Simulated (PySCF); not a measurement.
From one molecule to another.

First species: C5H6O2.
SMILES: `OCc1ccoc1`

Second species: chloroquinone, C6H3ClO2.
Structure used (GFN2-xTB), in Å, numbered top down from 1:
```xyz
12
C6H3ClO2 angstrom
O     -1.3374   -2.3432   -0.0388
C     -0.7497   -1.2812   -0.0217
C     -1.4650    0.0127   -0.0207
C     -0.8246    1.1824   -0.0055
C      0.6462    1.2856    0.0145
O      1.2274    2.3455    0.0298
C      1.3629   -0.0233    0.0161
Cl     3.0701    0.0789    0.0417
C      0.7167   -1.1981   -0.0013
H     -2.5441   -0.0489   -0.0337
H     -1.3524    2.1260   -0.0063
H      1.2510   -2.1371   -0.0001
```

Levels: B3LYP/def2-SVPD for dipole moment, HOMO energy, LUMO energy, HOMO–LUMO gap, static isotropic polarisability and electronic spatial extent ⟨r²⟩ about the centre of nuclear charge; TDDFT B3LYP/def2-SVPD for lowest singlet excitation; TDA B3LYP/def2-SVPD for lowest triplet excitation (Tamm–Dancoff); GFN2-xTB for rotational constant A and rotational constant C. Geometries: GFN2-xTB. Each species is one conformer at its optimised geometry, gas phase, non-relativistic unless stated. Electronic properties by PySCF.

Dipoles, sizes and rotational constants follow the conformer. The torsions of the flexible species, by atom-mapped SMILES:
- `[OH:1][CH2:2][c:3]1[cH:4][cH:5][o:6][cH:7]1`: O1–C2–C3–C4 -86°, H–O1–C2–C3 54°

Values for the first species:

* Dipole moment: 1.67 D
* HOMO energy: -6.60 eV
* LUMO energy: -0.34 eV
* HOMO–LUMO gap: 6.26 eV
* Lowest singlet excitation: 5.91 eV
* Lowest triplet excitation (Tamm–Dancoff): 4.01 eV
* Static isotropic polarisability: 64.4 au
* Electronic spatial extent ⟨r²⟩ about the centre of nuclear charge: 746 bohr²
* Rotational constant A: 7.111 GHz
* Rotational constant C: 1.618 GHz

Problem. Estimate the same properties for the second species, and the change in each.

Solution. 
```json
{"property": "dipole moment", "first": "1.67 D", "second": "1.05 D", "second less first": "-0.62 D"}
{"property": "HOMO energy", "first": "-6.60 eV", "second": "-8.07 eV", "second less first": "-1.47 eV"}
{"property": "LUMO energy", "first": "-0.34 eV", "second": "-4.21 eV", "second less first": "-3.87 eV"}
{"property": "HOMO–LUMO gap", "first": "6.26 eV", "second": "3.86 eV", "second less first": "-2.40 eV"}
{"property": "lowest singlet excitation", "first": "5.91 eV", "second": "2.53 eV", "second less first": "-3.38 eV"}
{"property": "lowest triplet excitation (Tamm–Dancoff)", "first": "4.01 eV", "second": "2.10 eV", "second less first": "-1.91 eV"}
{"property": "static isotropic polarisability", "first": "64.4 au", "second": "91.4 au", "second less first": "+27.0 au"}
{"property": "electronic spatial extent ⟨r²⟩ about the centre of nuclear charge", "first": "746 bohr²", "second": "1340 bohr²", "second less first": "+594 bohr²"}
{"property": "rotational constant A", "first": "7.111 GHz", "second": "2.415 GHz", "second less first": "-4.696 GHz"}
{"property": "rotational constant C", "first": "1.618 GHz", "second": "0.770 GHz", "second less first": "-0.848 GHz"}
```

On the first: The dipole equals about 5.6 × 10⁻³⁰ C·m (1 D = 3.33564 × 10⁻³⁰ C·m). No computed singlet falls in the visible range (750 to 380 nm, 1.65 to 3.26 eV); S1 lies 2.65 eV above its blue end.

On the second: The principal polarisabilities are 50.6, 89.3 and 134.4 au; their mean is the isotropic value.
